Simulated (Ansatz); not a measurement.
BCl2(CCH) (C2HBCl2), relaxed as a singlet with RKS B3LYP-D4/def2-SVP in Ansatz, starting from the GFN2-xTB geometry. Force threshold 0.02 eV/Å.

Start:

Cartesian coordinates in Å:
```
B -0.371 -0.918 -0.332
Cl -1.926 -1.009 -1.061
Cl 0.574 -2.345 -0.152
C 0.165 0.410 0.148
C 0.590 1.470 0.531
H 0.967 2.393 0.867
```

```csv
step,energy (eV),largest force component (eV/Å),SCF passes
1,-27803.5908,1.038,26
2,-27803.6369,0.510,32
3 (rejected),-27803.4532,1.804,36
4,-27803.6404,0.341,32
5 (rejected),-27803.6029,0.839,31
6,-27803.6471,0.013,32
```

Force components are those of the run's own axes.

End:

```xyz
6

B    -0.371   -0.920   -0.333
Cl   -1.959   -1.018   -1.077
Cl    0.588   -2.380   -0.151
C     0.166    0.411    0.147
C     0.597    1.482    0.536
H     0.978    2.426    0.879
```

By distances, no bond broke or formed. The bond that changes most is B1–Cl2, from 1.72 to 1.76 Å (atoms count from 1).

No frequencies were taken in this run, so the end may be a saddle point.

Run time 20 s (2 threads of Intel Xeon Platinum 8259CL on a shared host).
